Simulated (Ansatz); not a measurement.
A search over several starts for the lowest SCF solution of H9Au5⁺ at the given spin, in a small basis.

```yaml
crystal:
  periodic: [false, false, false]
  atoms:
    - {symbol: Au, position_ang: [0.333869, -0.286704, 0.417711]}
    - {symbol: Au, position_ang: [2.094130, -0.196659, 2.552683]}
    - {symbol: Au, position_ang: [-2.674211, -1.282725, -3.891468]}
    - {symbol: Au, position_ang: [-1.606213, -0.428580, -1.512566]}
    - {symbol: Au, position_ang: [1.668545, 2.449382, 3.264191]}
    - {symbol: H, position_ang: [2.756800, 0.692752, 3.775174]}
    - {symbol: H, position_ang: [-2.997816, -1.022190, -5.650536]}
    - {symbol: H, position_ang: [1.500027, -1.274063, 1.311691]}
    - {symbol: H, position_ang: [-0.743603, 0.693137, -0.533606]}
    - {symbol: H, position_ang: [0.917422, 3.830086, 2.988576]}
    - {symbol: H, position_ang: [3.001556, -1.405545, 3.094089]}
    - {symbol: H, position_ang: [-2.464311, -1.676431, -5.643616]}
    - {symbol: H, position_ang: [1.101072, 1.310893, 2.049748]}
    - {symbol: H, position_ang: [-2.887257, -1.403335, -2.222079]}
basis:
  gaussian: {orbitals: def2-SVP, initial_orbitals: start.molden}
total_charge: 1
magnetization: {spin_polarized: true, initial_magnetization: 1}
hamiltonian: {xc: pbe, dispersion: d4}
output: {orbitals: {seedname: orbitals}}
```

The file start.molden holds the orbitals of an earlier run on this structure, at another level or in another basis.

```sh
$ ansatz run in.yaml --threads 4 --pin off --events-out ev --progress --plain --max-ram 4787MiB
```

Output, abridged:

```
Functional definition: PBE
2122 factors; their error is unknown
mean field evaluation 1: about -18535.4213 eV, gradient 3.6e2 eV
mean field evaluation 2: about -18563.5933 eV, gradient 4.3e1 eV
mean field evaluation 4: about -18600.9516 eV, gradient 1.9e1 eV
mean field evaluation 8: about -18612.1774 eV, gradient 3.7e-1 eV
mean field evaluation 16: about -18612.0590 eV, gradient 5.5e0 eV
mean field evaluation 32: about -18612.1802 eV, gradient 1.4e-4 eV
mean field -18612.18016232 eV, -683.9850051763 hartree, gradient 1.5e-5 eV, S^2 0.753725; 4 other end points of the search recorded, 0 dependent functions left out
reference -18612.18023919 eV, -683.9850080014 hartree; 52, 51 occupied and 153, 154 virtual orbitals, 2122 factors
Total energy: -18612.62978237 eV, -684.0015284087 hartree
```

Run time 14 s (4 threads of Arm Neoverse V2 on a shared host).

In the def2 sets Au takes a core potential; there is no spin–orbit coupling. In the doublet, H7 and H12 lie 0.84 Å apart (atoms count from 1), so H2 has formed as a molecule. Another isomer (doublet) lies 0.13 eV lower at PBE0-D4/def2-TZVP; other spin states weren't run for this one.
